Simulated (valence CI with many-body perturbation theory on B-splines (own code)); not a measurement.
E1 transitions of Pd⁶⁺

Level of theory: valence CI with perturbative core correlation (CI+MBPT): four valence electrons over a frozen Dirac-Fock core [Kr], radial functions for each j: 7 s, 7 p, 8 d, 6 f, 4 g, 1 h, with the one-electron correlation potential Σ1 (screened to all orders), the two-electron term Σ2, the three-electron term Σ3, Breit, model QED; selected single and double excitations, second order for the rest, scaled by the run's own slope (own B-spline code, finite nucleus).

No measured spectrum was set against this ion. As an estimate, terms of the open shell hold to 2 to 4 % of their energy, and close levels can change places; different configurations can be misplaced against each other by 1,000 to 8,000 cm⁻¹. The list stops below the first excitations out of the core.

Lines 201 to 250 of 423 in falling wavelength, among levels below 314100 cm⁻¹, chosen from the strongest by gf and those to the six lowest levels. Wavelengths and rates use the calculated energies, so an error of 2000 cm⁻¹ moves a line at 1273 Å by 2.5 % and its rate by three times that or more. Electric multipoles are in the length gauge, E1 and E2 with the static RPA response of the core. Weak lines are less certain than strong ones. Lines between different terms over intervals too small for the method are left out, as are lines whose strength nearly cancels. The highest levels of a list are the least certain.

Names give the largest LS component (configuration and term), which can be under half, so a name can repeat, a term be missing and a line seem to break the LS rules; names also repeat where a configuration has a term twice. Letters in brackets count levels of one name in rising energy.

| λ vac (Å) | Upper | Lower | A (s⁻¹) | S (a.u.) |
| --- | --- | --- | --- | --- |
| 1273 | 4d3 5p 5G°_2 | 4d3 5s 5F_3 | 1.71e+07 | 8.69e-02 |
| 1265 | 4d3 5p 5G°_3 | 4d3 5s 5F_4 | 2.49e+07 | 1.74e-01 |
| 1258 | 4d3 5p 5D°_1 | 4d3 5s 3F_2 [a] | 1.38e+07 | 4.06e-02 |
| 1253 | 4d3 5p 5G°_4 | 4d3 5s 5F_5 | 2.17e+07 | 1.89e-01 |
| 1243 | 4d3 5p 5G°_2 | 4d3 5s 5F_2 | 3.06e+08 | 1.45e+00 |
| 1235 | 4d3 5p 5D°_2 | 4d3 5s 3F_2 [a] | 1.48e+07 | 6.89e-02 |
| 1229 | 4d3 5p 5G°_3 | 4d3 5s 5F_3 | 3.85e+08 | 2.47e+00 |
| 1224 | 4d3 5p 5F°_1 | 4d3 5s 3F_2 [a] | 4.34e+08 | 1.18e+00 |
| 1223 | 4d3 5p 5G°_2 | 4d3 5s 5F_1 | 7.87e+08 | 3.56e+00 |
| 1215 | 4d3 5p 5G°_4 | 4d3 5s 5F_4 | 4.17e+08 | 3.33e+00 |
| 1201 | 4d3 5p 5G°_3 | 4d3 5s 5F_2 | 6.97e+08 | 4.17e+00 |
| 1200 | 4d3 5p 5G°_5 | 4d3 5s 5F_5 | 4.53e+08 | 4.25e+00 |
| 1198 | 4d3 5p 3D°_1 | 4d3 5s 5F_2 | 5.06e+08 | 1.29e+00 |
| 1193 | 4d3 5p 3D°_2 | 4d3 5s 5F_3 | 6.82e+08 | 2.86e+00 |
| 1182 | 4d3 5p 5G°_4 | 4d3 5s 5F_3 | 6.63e+08 | 4.87e+00 |
| 1181 | 4d3 5p 5D°_3 | 4d3 5s 5F_4 | 9.41e+08 | 5.35e+00 |
| 1180 | 4d3 5p 3D°_1 | 4d3 5s 5F_1 | 1.40e+08 | 3.40e-01 |
| 1173 | 4d3 5p 5D°_4 | 4d3 5s 5F_5 | 1.17e+09 | 8.39e+00 |
| 1167 | 4d3 5p 3D°_2 | 4d3 5s 5F_2 | 3.26e+07 | 1.28e-01 |
| 1165 | 4d3 5p 5G°_5 | 4d3 5s 5F_4 | 6.09e+08 | 5.23e+00 |
| 1150 | 4d3 5p 3D°_2 | 4d3 5s 5F_1 | 2.35e+07 | 8.82e-02 |
| 1150 | 4d3 5p 5D°_3 | 4d3 5s 5F_3 | 2.74e+06 | 1.44e-02 |
| 1140 | 4d3 5p 5D°_4 | 4d3 5s 5F_4 | 2.73e+05 | 1.80e-03 |
| 1125 | 4d3 5p 5D°_3 | 4d3 5s 5F_2 | 4.21e+07 | 2.07e-01 |
| 1111 | 4d3 5p 5D°_4 | 4d3 5s 5F_3 | 4.85e+07 | 2.95e-01 |
| 1109 | 4d3 5p 5D°_2 | 4d3 5s 5F_3 | 2.96e+08 | 9.98e-01 |
| 1105 | 4d3 5p 5D°_1 | 4d3 5s 5F_2 | 4.90e+08 | 9.77e-01 |
| 1100 | 4d3 5p 5D°_0 | 4d3 5s 5F_1 | 1.43e+09 | 9.36e-01 |
| 1089 | 4d3 5p 5D°_1 | 4d3 5s 5F_1 | 8.95e+08 | 1.71e+00 |
| 1086 | 4d3 5p 5D°_2 | 4d3 5s 5F_2 | 8.26e+08 | 2.62e+00 |
| 1078 | 4d3 5p 5F°_1 | 4d3 5s 5F_2 | 3.10e+08 | 5.76e-01 |
| 1072 | 4d3 5p 5D°_2 | 4d3 5s 5F_1 | 2.19e+08 | 6.65e-01 |
| 1063 | 4d3 5p 5F°_1 | 4d3 5s 5F_1 | 5.58e+08 | 9.94e-01 |
| 507.8 | 4d3 5p 3D°_1 | 4d4 1S_0 [b] | 6.50e+04 | 1.26e-05 |
| 490.2 | 4d3 5p 5D°_1 | 4d4 1S_0 [b] | 4.79e+03 | 8.35e-07 |
| 484.9 | 4d3 5p 5F°_1 | 4d4 1S_0 [b] | 4.24e+04 | 7.15e-06 |
| 457.1 | 4d3 5p 5G°_2 | 4d4 1D_2 [b] | 9.26e+03 | 2.18e-06 |
| 451.3 | 4d3 5p 5G°_3 | 4d4 1D_2 [b] | 1.16e+04 | 3.68e-06 |
| 450.9 | 4d3 5p 3D°_1 | 4d4 1D_2 [b] | 1.52e+06 | 2.07e-04 |
| 446.4 | 4d3 5p 3D°_2 | 4d4 1D_2 [b] | 8.50e+02 | 1.87e-07 |
| 440.2 | 4d3 5p 5D°_3 | 4d4 1D_2 [b] | 5.39e+05 | 1.59e-04 |
| 434.2 | 4d3 5p 5D°_2 | 4d4 1D_2 [b] | 1.35e+04 | 2.72e-06 |
| 432.8 | 4d3 5p 5F°_1 | 4d4 1D_2 [b] | 8.59e+05 | 1.03e-04 |
| 416.1 | 4d3 5p 5G°_3 | 4d4 1G_4 [b] | 5.08e+03 | 1.26e-06 |
| 411.9 | 4d3 5p 5G°_2 | 4d4 3P_1 [b] | 1.37e+04 | 2.36e-06 |
| 410.6 | 4d3 5p 5G°_4 | 4d4 1G_4 [b] | 1.93e+05 | 5.93e-05 |
| 410.2 | 4d3 5p 3D°_1 | 4d4 3P_0 [b] | 4.64e+06 | 4.74e-04 |
| 409.9 | 4d3 5p 5G°_2 | 4d4 3F_3 [b] | 2.95e+06 | 5.01e-04 |
| 408.7 | 4d3 5p 5G°_2 | 4d4 3F_2 [b] | 2.88e+07 | 4.85e-03 |
| 406.9 | 4d3 5p 3D°_1 | 4d4 3P_1 [b] | 4.74e+06 | 4.73e-04 |
